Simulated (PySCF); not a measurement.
Cards and structures have been mixed up. Pair them.

Structures:
1. `CC[Si@H]([SiH3])C(F)(F)F`
2. `C=NC[Si@@H](Cl)CC#N`
3. `C[C@H](F)C1=COC(F)=CO1`
4. `C(=C/C=N/[H])/C=C\C`
5. `C=Cc1c(Cl)c(cs1)C`

Card P (geometry GFN2-xTB):
- Rotational constants A, B, C: 12.115, 1.013, 0.940 GHz
- Static isotropic polarisability (PBE0/def2-SVPD): 95.6 au
- HOMO energy (PBE0/def2-SVPD): -6.61 eV
- Dipole moment (PBE0/def2-SVPD): 2.93 D
- Strongest line among the 6 lowest singlet transitions (TDDFT PBE0/def2-SVPD): S2 at 4.75 eV (261 nm, f = 0.753)
- 13C chemical shifts (computed TMS as zero) by class (GIAO PBE0/pcSseg-1): 168.0 (1 C), 141.1 (1 C), 139.6 (1 C), 139.1 (1 C), 129.7 (1 C), 16.6 (1 C) ppm
- Lowest singlet excitation (TDDFT PBE0/def2-SVPD): 4.23 eV (293 nm, f = 0.001)

Card Q (geometry GFN2-xTB):
- Rotational constants A, B, C: 1.581, 1.008, 0.725 GHz
- Static isotropic polarisability (CAM-B3LYP/def2-SVPD): 94.9 au
- HOMO energy (CAM-B3LYP/def2-SVPD): -10.05 eV
- Point group: C1
- Dipole moment (CAM-B3LYP/def2-SVPD): 3.15 D
- Lowest triplet excitation (Tamm–Dancoff) (TDA CAM-B3LYP/def2-SVPD): 6.30 eV

Card R (geometry GFN2-xTB):
* Rotational constants A, B, C: 1.761, 1.004, 0.727 GHz
* Static isotropic polarisability (CAM-B3LYP/def2-SVPD): 96.1 au
* 13C chemical shifts (computed TMS as zero) by class (GIAO PBE0/pcSseg-1): 158.3 (1 C), 120.1 (1 C), 57.3 (1 C), 2.9 (1 C) ppm
* Point group: C1
* Lowest singlet excitation (TDDFT CAM-B3LYP/def2-SVPD): 4.98 eV (249 nm, f = 0.002)
* Lowest triplet excitation (Tamm–Dancoff) (TDA CAM-B3LYP/def2-SVPD): 4.19 eV
* Isotropic shieldings of nuclei other than C and H, by class (GIAO PBE0/pcSseg-1): -122 (1 N), -30 (1 N), 347 (1 Si), 977 (1 Cl) ppm

Card S (geometry GFN2-xTB):
* Rotational constants A, B, C: 1.608, 1.113, 0.660 GHz
* Static isotropic polarisability (PBE0/def2-SVPD): 118.7 au
* Point group: Cs
* Isotropic shieldings of nuclei other than C and H, by class (GIAO PBE0/pcSseg-1): 312 (1 S), 781 (1 Cl) ppm
* HOMO energy (PBE0/def2-SVPD): -6.39 eV
* 13C chemical shifts (computed TMS as zero) by class (GIAO PBE0/pcSseg-1): 147.7 (1 C), 141.5 (1 C), 135.3 (1 C), 134.9 (1 C), 125.9 (1 C), 119.0 (1 C), 17.7 (1 C) ppm

Card T (geometry GFN2-xTB):
* Rotational constants A, B, C: 3.390, 0.772, 0.665 GHz
* Static isotropic polarisability (PBE0/def2-SVPD): 75.7 au
* HOMO energy (PBE0/def2-SVPD): -6.03 eV
* Lowest triplet excitation (Tamm–Dancoff) (TDA PBE0/def2-SVPD): 3.24 eV
* Lowest singlet excitation (TDDFT PBE0/def2-SVPD): 4.31 eV (287 nm, f = 0.002)
* Isotropic shieldings of nuclei other than C and H, by class (GIAO PBE0/pcSseg-1): 211 (1 O), 248 (1 O), 306 (1 F), 396 (1 F) ppm

All species are isolated and taken at one optimised geometry, non-relativistic unless stated; the electronic structure was computed with PySCF and density fitting. NMR classes are plain means over equivalent atoms (diastereotopic ones count apart unless rotation or inversion swaps them), as if these changed places fast.

Q: Which card belongs to which structure?

A: P = 4, Q = 1, R = 2, S = 5, T = 3. What ties each card to its structure:
- 1 (card Q), C3H9F3Si2, monoisotopic mass 158.0 u, 8 heavy atoms: an asymmetric top with C = 0.725 GHz; polarisability 94.9 au for 82 electrons; dipole 3.15 D.
- 2 (card R), C4H7ClN2Si, monoisotopic mass 146.0 u, 8 heavy atoms: 4 C in 4 classes; the least shielded carbon (158.3 ppm) is an imine carbon; an asymmetric top with C = 0.727 GHz; polarisability 96.1 au for 76 electrons.
- 3 (card T), C6H6F2O2, monoisotopic mass 148.0 u, 10 heavy atoms: an asymmetric top with C = 0.665 GHz; polarisability 75.7 au for 76 electrons.
- 4 (card P), C6H9N, monoisotopic mass 95.1 u, 7 heavy atoms: 6 C in 6 classes; the least shielded carbon (168.0 ppm) is an imine carbon; an asymmetric top with C = 0.940 GHz, the highest such constant on the cards; polarisability 95.6 au for 52 electrons; dipole 2.93 D.
- 5 (card S), C7H7ClS, monoisotopic mass 158.0 u, 9 heavy atoms: 7 C in 7 classes; the least shielded carbon (147.7 ppm) is a substituted aromatic carbon; an asymmetric top with C = 0.660 GHz, the lowest such constant on the cards; polarisability 118.7 au for 82 electrons.
